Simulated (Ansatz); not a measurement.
Reactions of `COC=C[SeH]`.

Computed with Ansatz on PBE0-D4/def2-TZVP structures; ΔE is electronic, products minus reactants. CBS: MP2 limit from def2 TZ/QZ plus the TZ coupled-cluster correction, frozen cores. This one scheme is used for every species. Double bonds are as drawn, so ΔE can hold a change between cis and trans. Functionals use def2-TZVPP. For Se outer-core shells are correlated without core-valence functions, which leaves a few kJ/mol of doubt a bond. Scalar relativity is left out up to krypton. Each species was taken in one conformer, which may not be the lowest.

```tsv
reaction	CCSD(T)/CBS(def2) (kcal/mol)
`CO/C=C\[SeH]` + `OCO` → `OC[SeH]` + `CO/C=C/O`	9.5
`CO/C=C\[SeH]` + H₂ → H₂Se + `C=COC`	-16.4
`CO/C=C\[SeH]` + `C=NC` → `C/N=C/[SeH]` + `C=COC`	-5.3
`CO/C=C\[SeH]` + `CO[SiH2]C` → `CO[SiH](C)[SeH]` + `C=COC`	?
```

(1) Fill in the missing values. (Best estimate.)

Largest T1 diagnostic: 0.012, for `C=COC`.

Results:

(1) Ansatz gave: `CO/C=C\[SeH]` + `CO[SiH2]C` → `CO[SiH](C)[SeH]` + `C=COC`: -31.0 kcal/mol.
